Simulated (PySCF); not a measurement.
# Radial density of Ca (calcium, neutral)

UHF, [Ar] 4s2, closed-shell 1S. Calculation: PySCF 2.14, in cc-pVTZ-X2C (6s5p3d1f, 43 functions); the spin-free X2C one-electron Hamiltonian (Gaussian nucleus).

```json
{"r (bohr)": "0.00107", "4πr²ρ (e/bohr)": "0.09451"}
{"r (bohr)": "0.00180", "4πr²ρ (e/bohr)": "0.2479"}
{"r (bohr)": "0.00303", "4πr²ρ (e/bohr)": "0.6394"}
{"r (bohr)": "0.00509", "4πr²ρ (e/bohr)": "1.600"}
{"r (bohr)": "0.00857", "4πr²ρ (e/bohr)": "3.803"}
{"r (bohr)": "0.0144", "4πr²ρ (e/bohr)": "8.269"}
{"r (bohr)": "0.0242", "4πr²ρ (e/bohr)": "15.45"}
{"r (bohr)": "0.0408", "4πr²ρ (e/bohr)": "22.44"}
{"r (bohr)": "0.0686", "4πr²ρ (e/bohr)": "22.25"}
{"r (bohr)": "0.115", "4πr²ρ (e/bohr)": "17.08"}
{"r (bohr)": "0.194", "4πr²ρ (e/bohr)": "22.05"}
{"r (bohr)": "0.326", "4πr²ρ (e/bohr)": "21.71"}
{"r (bohr)": "0.549", "4πr²ρ (e/bohr)": "7.262"}
{"r (bohr)": "0.923", "4πr²ρ (e/bohr)": "7.597"}
{"r (bohr)": "1.55", "4πr²ρ (e/bohr)": "4.205"}
{"r (bohr)": "2.61", "4πr²ρ (e/bohr)": "0.7645"}
{"r (bohr)": "4.39", "4πr²ρ (e/bohr)": "0.4747"}
{"r (bohr)": "7.39", "4πr²ρ (e/bohr)": "0.07161"}
{"r (bohr)": "12.4", "4πr²ρ (e/bohr)": "0.0007552"}
```

Densities and radii are taken from the X2C orbitals without a picture-change correction, which distorts them close to the nucleus.
